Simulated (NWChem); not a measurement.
System: CH₅BeN; SMILES [CH3][Be][NH2]

NWChem input:

```
start job
memory heap 200 mb stack 900 mb global 1100 mb
geometry units angstroms noautosym nocenter noautoz
  Be    -0.005684     0.067779     0.001368
  C     -0.001552    -1.611276    -0.001737
  H     -0.504218    -2.041757     0.881819
  H      1.027051    -2.015446     0.000102
  H     -0.498239    -2.034343    -0.892419
  N     -0.000050     1.572305    -0.000245
  H     -0.821715     2.167812     0.000290
  H      0.826187     2.161421    -0.006281
end
basis spherical
  Be library sto-3g
  C library sto-3g
  H library sto-3g
  N library sto-3g
end
dft
  xc hfexch
  iterations 150
end
property
  shielding 7 1 2 3 4 6 7 8
  efieldgrad
end
task dft property
```

Output (shortened):

```
             Northwest Computational Chemistry Package (NWChem) 7.3.0
             --------------------------------------------------------

                             Geometry "geometry" -> ""
                             -------------------------

 Output coordinates in angstroms (scale by  1.889725989 to convert to a.u.)

  No.       Tag          Charge          X              Y              Z
 ---- ---------------- ---------- -------------- -------------- --------------
    1 Be                   4.0000    -0.00568400     0.06777900     0.00136800
    2 C                    6.0000    -0.00155200    -1.61127600    -0.00173700
    3 H                    1.0000    -0.50421800    -2.04175700     0.88181900
    4 H                    1.0000     1.02705100    -2.01544600     0.00010200
    5 H                    1.0000    -0.49823900    -2.03434300    -0.89241900
    6 N                    7.0000    -0.00005000     1.57230500    -0.00024500
    7 H                    1.0000    -0.82171500     2.16781200     0.00029000
    8 H                    1.0000     0.82618700     2.16142100    -0.00628100

 Effective nuclear repulsion energy (a.u.)      51.4709483833

  xc_inp: hfexch multiplicative factor not found.
                              NWChem Property Module
                              ----------------------

  itol2e modified to match energy
  convergence criterion.

                                 NWChem DFT Module
                                 -----------------

 Summary of "ao basis" -> "ao basis" (spherical)
 ------------------------------------------------------------------------------
       Tag                 Description            Shells   Functions and Types
 ---------------- ------------------------------  ------  ---------------------
 Be                          sto-3g                  3        5   2s1p
 C                           sto-3g                  3        5   2s1p
 H                           sto-3g                  1        1   1s
 N                           sto-3g                  3        5   2s1p

  itol2e modified to match energy
  convergence criterion.

[...]

          -----------------------------------------
          Chemical Shielding Tensors (GIAO, in ppm)
          -----------------------------------------

                                NWChem CPHF Module
                                ------------------

  scftype          =     RHF
  nclosed          =       11
  nopen            =        0
  variables        =       99
  # of vectors     =        3
  tolerance        = 0.10D-03
  level shift      = 0.00D+00
  max iterations   =       50
  max subspace     =       30

 SCF residual:    1.3409350344284106E-005

Iterative solution of linear equations
  No. of variables       99
  No. of equations        3
  Maximum subspace       30
        Iterations       50
       Convergence  1.0D-04

   iter   nsub   residual    time
   ----  ------  --------  ---------
     1      3    1.63D+00       1.3
     2      6    1.86D-01       1.4
     3      9    2.39D-02       1.5
     4     12    4.30D-03       1.7
     5     15    5.07D-04       1.8
     6     18    8.23D-05       1.9

      Atom:    1  Be
        Diamagnetic
    147.5827     -0.0145     -0.0144
     -0.0145    160.4004      0.0017
     -0.0144      0.0017    143.9028

        Paramagnetic
    -71.0302      0.1824     -0.0179
      0.1824    -10.0745     -0.0339
     -0.0179     -0.0339    -76.6494

        Total Shielding Tensor
     76.5524      0.1679     -0.0323
      0.1679    150.3258     -0.0323
     -0.0323     -0.0323     67.2535

           isotropic =      98.0439
          anisotropy =      78.4235

          Principal Components and Axis System
                 1           2           3
              150.3262     76.5522     67.2533

      1         0.0023      1.0000      0.0035
      2         1.0000     -0.0023      0.0004
      3        -0.0004     -0.0035      1.0000

      Atom:    2  C
        Diamagnetic
    236.5764     -0.0583     -0.0020
     -0.0583    250.2206      0.0272
     -0.0020      0.0272    236.2173

        Paramagnetic
     29.2941      1.0442     -0.0332
      1.0442    -11.8583     -0.0874
     -0.0332     -0.0874     21.9667

        Total Shielding Tensor
    265.8705      0.9859     -0.0352
      0.9859    238.3623     -0.0601
     -0.0352     -0.0601    258.1840

           isotropic =     254.1389
          anisotropy =      17.6506

          Principal Components and Axis System
                 1           2           3
              265.9060    258.1840    238.3268

      1         0.9993      0.0049     -0.0358
      2         0.0358     -0.0028      0.9994
      3        -0.0048      1.0000      0.0030

      Atom:    3  H
        Diamagnetic
     27.5043      2.6670     -4.5085
      2.6670     30.0623     -4.7594
     -4.5085     -4.7594     32.5522

        Paramagnetic
      3.1186     -0.0959     -0.1027
     -0.0959      1.8105      0.4565
     -0.1027      0.4565      3.6737

        Total Shielding Tensor
     30.6229      2.5710     -4.6112
      2.5710     31.8728     -4.3029
     -4.6112     -4.3029     36.2259

           isotropic =      32.9072
          anisotropy =      12.8047

          Principal Components and Axis System
                 1           2           3
               41.4437     29.2603     28.0177

      1        -0.4383     -0.1448      0.8871
      2        -0.4639      0.8818     -0.0853
      3         0.7699      0.4489      0.4536

      Atom:    4  H
        Diamagnetic
     35.5937     -5.2093      0.0185
     -5.2093     29.8386     -0.0052
      0.0185     -0.0052     24.6608

[...]
```

Level: Hartree-Fock/STO-3G, GIAO. STO-3G and 3-21G are far too small for this property and stand as cheap habits. Coordinates come from a PBE0/def2-SVP optimisation. NWChem prints the field gradient with the sign opposite to the second derivative of the potential. The output numbers the shielded atoms by their place in the input's list. The printed shielding anisotropy is the first printed principal value minus the mean of the other two.
